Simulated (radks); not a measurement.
Effect of the nuclear size on the samarium ion Sm3+, [Xe] 4f5. All-electron calculation, Dirac Kohn-Sham, relativistic LDA (MacDonald-Vosko exchange, VWN5 correlation), spin-unpolarised, spherical densities, finite nucleus; open shells are shared between the two j in proportion to 2j + 1; Fermi nuclear charge, rms radius 5.0819 fm. Program: a radial shooting solver on a logarithmic mesh with Libxc functionals. The rms radius is varied about that value; shifts are against it.

\begin{tabular}{lrrrrrrrrr}
rms radius (fm) & total energy shift (eV) & density at nucleus (e/bohr^3) & 1s1/2 shift (meV) & 2s1/2 shift (meV) & 4p1/2 shift (meV) & 5s1/2 shift (meV) & 5p1/2 shift (meV) & 4f7/2 shift (meV) & 6s1/2 (empty) shift (meV) \\ \hline
4.4263 & -4.02 & 5.439e+05 & -1650 & -209 & 0.350 & -1.76 & 0.100 & 0.282 & -0.353 \\
4.6855 & -2.48 & 5.366e+05 & -1020 & -129 & 0.216 & -1.09 & 0.062 & 0.174 & -0.218 \\
5.0819 & 0 & 5.263e+05 & 0.000 & 0.000 & 0.000 & 0.000 & 0.000 & 0.000 & 0.000 \\
5.4681 & 2.56 & 5.172e+05 & 1050 & 133 & -0.223 & 1.12 & -0.064 & -0.180 & 0.225 \\
6.1796 & 7.66 & 5.024e+05 & 3150 & 399 & -0.665 & 3.36 & -0.190 & -0.538 & 0.672 \\
\end{tabular}

Slopes of the eigenvalues against <r^2> in GHz/fm^2, as finite differences over the two radii next to the reference (eigenvalue slopes, not the field-shift constants of lines): 1s1/2 63100, 2s1/2 7990, 4p1/2 -13.4, 5s1/2 67.3, 5p1/2 -3.81, 4f7/2 -10.8, 6s1/2 (empty) 13.5.
